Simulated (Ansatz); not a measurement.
**A barrier at the coupled-cluster level**

Start structure (AlSiH$_{6}$O$_{2}$F$_{2}$, doublet), relaxed at PBE0-D4/def2-TZVP:

```
12
angstrom
Al -1.0659 0.9986 0.5428
O -0.1301 -0.4491 0.1009
Si -0.5639 -1.8836 -0.6034
F -1.9705 1.5556 -0.7351
H 1.3347 1.6167 0.5702
O 0.4894 2.1496 0.5724
H 1.2796 -0.1825 0.2932
F 2.1500 0.2744 0.4530
H -0.3086 -1.8367 -2.0641
H 0.2482 -2.9670 0.0044
H -2.0065 -2.1335 -0.3552
H 0.5434 2.8576 1.2208
```

The step: AlSiH₃OF ([F][Al][O][SiH3]) + H₂O + HF → AlHOF ([OH][Al][F]) + SiH₄O ([OH][SiH3]) + HF; bonds formed: O2–H7, H5–F8; bonds broken: H5–O6, H7–F8. Computed with Ansatz 0.2.0 (basis: def2-TZVPP and def2-QZVPP); correlated methods freeze the cores; orbitals are unrestricted. Extrapolation: Hartree–Fock as exp(−7.88 √X), correlation as X^−2.97. Energies below are by CCSD(T) at an estimated basis limit (MP2 extrapolated from triple and quadruple zeta, plus CCSD(T) − MP2 in triple zeta).

(1) What are the electronic barrier and the energy of the step, from the start structure to the end structure? (To be estimated.)

T1 diagnostic: at most 0.013. ⟨S²⟩ of the unrestricted Hartree–Fock references: 0.75 (a pure state has 0.75).

Results:

(1) Computed: Barrier 4.82 kcal/mol; step energy 1.52 kcal/mol (uphill); reverse barrier, their difference, 3.30 kcal/mol. Barrier and step energy count from the start structure, the reverse barrier from the end structure.

The saddle point: One imaginary mode of 539i cm⁻¹.
```json
{"pair": "O2–H7", "start (Å)": "1.45", "saddle (Å)": "1.11", "end (Å)": "1.00"}
{"pair": "H5–F8", "start (Å)": "1.57", "saddle (Å)": "1.20", "end (Å)": "1.01"}
{"pair": "H5–O6", "start (Å)": "1.00", "saddle (Å)": "1.14", "end (Å)": "1.40"}
{"pair": "H7–F8", "start (Å)": "1.00", "saddle (Å)": "1.25", "end (Å)": "1.55"}
```

Zero-point energy (harmonic, PBE0-D4): ZPE is 43.98 kcal/mol at the start and 41.46 kcal/mol at the saddle, so the barrier goes from 4.82 to 2.31 kcal/mol.

Labels in which every atom is bracketed show which atoms are joined, not bond orders.

For scale, one of the runs: CCSD(T)/def2-TZVPP, 292 basis functions, launched by `ansatz run in.yaml --threads 5 --pin off --events-out ev --progress --plain --max-ram 66560MiB --backend cuda --devices 0, --max-vram 37GiB`. The run took 23 s on 5 CPU threads of an AMD EPYC 7R13 and a share of one NVIDIA H100 (shared host), with 0.86 GiB of host memory at its peak.
